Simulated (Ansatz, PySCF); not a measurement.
Molecule: SF3 (charge 0, doublet). It need not be the lowest isomer of its formula. 
Coordinates optimised at B3LYP-D3(BJ)/def2-TZVP (Ansatz, a quantum-chemistry and plane-wave program):
```
S
F 1 1.5809
F 1 1.6775 2 88.13
F 1 1.6775 2 88.13 3 165.90
```
Charge 0, spin multiplicity 2.

Dipole moments at this geometry, in debye (magnitudes).

| level | program | dipole (D) |
|---|---|---|
| SVWN5/def2-TZVPD | Ansatz | (withheld) |
| PBE/def2-TZVPD | Ansatz | 0.57 |
| BP86/def2-TZVPD | PySCF | 0.57 |
| M06-L/def2-TZVPD | PySCF | 0.56 |
| B97M-V/def2-TZVPD | Ansatz | 0.58 |
| B3LYP/def2-TZVPD | Ansatz | 0.70 |
| PBE0/def2-TZVPD | Ansatz | 0.65 |
| TPSSh/def2-TZVPD | PySCF | 0.61 |
| r2SCANh/def2-TZVPD | Ansatz | 0.61 |
| PW6B95/def2-TZVPD | PySCF | 0.71 |
| MN15/def2-TZVPD | PySCF | 0.63 |
| CAM-B3LYP/def2-TZVPD | PySCF | 0.73 |
| wB97X-V/def2-TZVPD | Ansatz | 0.66 |
| CCSD(T)/aug-cc-pV(D+d)Z | Ansatz | (withheld) |

Task: What belongs in the gaps?

Result: 
- SVWN5/def2-TZVPD, dipole (D): 0.60
- CCSD(T)/aug-cc-pV(D+d)Z, dipole (D): 0.72
